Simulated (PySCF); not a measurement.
C4H12Al2Br2, singlet, GFN2-xTB optimised geometry.

```
20

Al     1.92    -0.57     2.42
Al    -0.50     0.03     0.00
Br    -0.57    -0.56     2.43
C      2.36    -2.50     2.42
H      3.41    -2.70     2.20
H      1.79    -3.07     1.67
H      2.15    -2.98     3.39
C      2.38     1.14     3.32
H      3.44     1.41     3.20
H      2.18     1.12     4.39
H      1.81     2.00     2.92
Br     2.00     0.03     0.00
C     -0.94    -1.69    -0.89
H     -0.73    -1.66    -1.97
H     -2.00    -1.95    -0.79
H     -0.37    -2.54    -0.49
C     -0.94     1.96     0.00
H     -0.75     2.44    -0.97
H     -0.37     2.54     0.74
H     -2.00     2.15     0.22
```

Density from PySCF 2.14.0 with PBE0/def2-SVP at that geometry.

Minimum of the electron density along straight lines between bonded atoms, close to the bond critical point (lines longer than 1.1 times the sum of covalent radii, or with two minima, are not listed):

| bond | length / Å | ρ at the minimum / e bohr⁻³ | ∇²ρ there / e bohr⁻⁵ | position (fraction from the first atom) |
|---|---|---|---|---|
| Al1–Br3 | 2.498 | 0.038 | 0.12 | 0.36 |
| Al2–Br3 | 2.498 | 0.038 | 0.12 | 0.36 |
| Al1–C4 | 1.982 | 0.081 | 0.30 | 0.40 |
| C4–H5 | 1.096 | 0.264 | -0.91 | 0.62 |
| C4–H6 | 1.100 | 0.262 | -0.90 | 0.62 |
| C4–H7 | 1.096 | 0.264 | -0.91 | 0.62 |
| Al1–C8 | 1.982 | 0.081 | 0.30 | 0.40 |
| C8–H9 | 1.096 | 0.264 | -0.91 | 0.62 |
| C8–H10 | 1.096 | 0.264 | -0.91 | 0.62 |
| C8–H11 | 1.100 | 0.262 | -0.90 | 0.62 |
| Al1–Br12 | 2.498 | 0.038 | 0.12 | 0.36 |
| Al2–Br12 | 2.498 | 0.038 | 0.12 | 0.36 |
| Al2–C13 | 1.982 | 0.081 | 0.30 | 0.40 |
| C13–H14 | 1.096 | 0.264 | -0.91 | 0.62 |
| C13–H15 | 1.096 | 0.264 | -0.91 | 0.62 |
| C13–H16 | 1.100 | 0.262 | -0.90 | 0.62 |
| Al2–C17 | 1.982 | 0.081 | 0.30 | 0.40 |
| C17–H18 | 1.096 | 0.264 | -0.91 | 0.62 |
| C17–H19 | 1.100 | 0.262 | -0.90 | 0.62 |
| C17–H20 | 1.096 | 0.264 | -0.91 | 0.62 |
